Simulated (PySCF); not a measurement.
Two species compared at the same levels of theory.

First species: C5H3N3S.
SMILES: `[H]/N=C\C1=NSC=C1C#N`

Second species: C6H12N2.
SMILES: `CCNCCCC#N`

Levels: PBE0/pcSseg-1 for dipole moment, HOMO energy, LUMO energy and HOMO–LUMO gap; GFN2-xTB for rotational constant A and rotational constant C. Geometries: GFN2-xTB. Each species is one conformer at its optimised geometry, gas phase, non-relativistic unless stated; the electronic structure was computed with PySCF and density fitting.

Dipoles, sizes and rotational constants follow the conformer. The torsions of the flexible species, by atom-mapped SMILES:
- `[H]/[N:9]=[CH:8]\[c:7]1[c:3]([C:2]#[N:1])[cH:4][s:5][n:6]1`: N6–C7–C8–N9 0°
- `[CH3:1][CH2:2][NH:3][CH2:4][CH2:5][CH2:6][C:7]#[N:8]`: C1–C2–N3–C4 177°, C2–N3–C4–C5 174°, N3–C4–C5–C6 -62°, C4–C5–C6–C7 -70°

Values for the first species:

```
Dipole moment         : 4.75 D
HOMO energy           : -8.06 eV
LUMO energy           : -2.50 eV
HOMO–LUMO gap         : 5.56 eV
Rotational constant A : 1.730 GHz
Rotational constant C : 0.796 GHz
```

(1) Estimate the same properties for the second species, and the change in each.

Results:

(1) 
| property | first | second | second less first |
| --- | --- | --- | --- |
| dipole moment | 4.75 D | 4.65 D | -0.10 D |
| HOMO energy | -8.06 eV | -6.78 eV | +1.28 eV |
| LUMO energy | -2.50 eV | 0.82 eV | +3.32 eV |
| HOMO–LUMO gap | 5.56 eV | 7.60 eV | +2.04 eV |
| rotational constant A | 1.730 GHz | 3.693 GHz | +1.963 GHz |
| rotational constant C | 0.796 GHz | 0.840 GHz | +0.044 GHz |

On the first: A dipole of 4.75 D is allowed in Cs, and pure rotational transitions are dipole-allowed. The dipole matches unit charges of opposite sign 0.99 Å apart (1 e·Å = 4.8032 D).

On the second: The dipole matches unit charges of opposite sign 0.97 Å apart (1 e·Å = 4.8032 D).
